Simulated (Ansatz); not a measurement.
`NC([AsH2])C=O` + `[InH3]` → `N[CH]([AsH2])[InH2]` + `C=O` at 700 K and 1 bar (formal exchange of groups at a C–C bond).

Program: Ansatz. Geometries: PBE0-D4/def2-TZVP. ΔE: electronic, gas phase. CBS: MP2 limit from def2 TZ/QZ plus the TZ coupled-cluster correction, frozen cores. This one scheme is used for every species. def2 core potentials past Kr. For As, In outer-core shells are correlated without core-valence functions, which leaves a few kJ/mol of doubt a bond. Scalar relativity is left out up to krypton. One conformer a species, not always the lowest.

```csv
species,CCSD(T)/CBS energy (Eh),H − E (kJ/mol),S (J/(mol·K))
`NC([AsH2])C=O`,-2444.56289,287.2,468.1
`[InH3]`,-191.56739,77.3,275.7
`N[CH]([AsH2])[InH2]`,-2521.72764,273.0,513.5
`C=O`,-114.39408,97.4,254.3
```

H − E and S are ideal-gas, rigid-rotor, harmonic terms from PBE0-D4/def2-TZVP, for one conformer and one mirror image of each species. 1 Eh = 2625.50 kJ/mol, R = 8.31446 J/(mol·K).

Problem. By hand: ΔE, ΔH, ΔS and ΔG.

Solution. ΔE = (-2521.72764) + (-114.39408) − (-2444.56289) − (-191.56739) = 0.00856 Eh = 22.5 kJ/mol. Δ(H − E) = 273.0 + 97.4 − 287.2 − 77.3 = 5.9, so ΔH = 28.4 kJ/mol. ΔS = 513.5 + 254.3 − 468.1 − 275.7 = 24.0 J/(mol·K). ΔG = 28.4 − 700 × (24.0)/1000 = 11.6 kJ/mol.

Problem. By hand: the equilibrium constant, and the temperature at which ΔG would vanish if ΔH and ΔS stayed fixed.

Solution. log₁₀ K = −ΔG/(RT ln 10) = -0.9. ΔG = 0 at ΔH/ΔS = 1183 K.

TΔS isn't small against ΔH here. A doubt of 5 kJ/mol in ΔE shifts log₁₀ K by 0.4 here. Other conformers and mirror images would add mixing entropy, several J/(mol·K) or more a flexible species. These are equilibria of isolated gas molecules and say nothing of rates. Largest T1 diagnostic: 0.015 (customary marks: 0.02 for closed shells, 0.045 for open ones).
